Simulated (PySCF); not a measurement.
**How methods differ on the ionisation energy of Ti**

Ti [Ar] 3d2 4s2 (3F) → Ti⁺ [Ar] 3d2 4s1 (4F), as a difference of total energies. Computed with PySCF 2.14 in x2c-QZVPPall with one added diffuse shell each of s, p, d, f, g type (12s8p6d4f3g, 121 functions), with scalar relativity by spin-free X2C-1e. Correlated levels: valence: [Ar] frozen; valence and next inner shell: [Ne] frozen. The calculations carry no spin-orbit coupling.

```tsv
method	ionisation energy (eV)	error (eV)
UHF	5.556	-1.272
LDA	6.919	+0.091
PBE	6.682	-0.146
PBE0	6.564	-0.264
r2SCAN	6.402	-0.426
M06	7.180	+0.352
PBEsol	6.637	-0.191
LC-wPBE	6.397	-0.431
MP2 (valence)	6.383	-0.445
SCS-MP2 (valence)	6.561	-0.267
MP2 (valence and next inner shell)	6.594	-0.234
SCS-MP2 (valence and next inner shell)	6.689	-0.139
```

Reference: 6.828 eV (measured; NIST levels, between the centres of gravity of the two terms).

Errors of the correlated levels include the incompleteness of this basis and the frozen core.
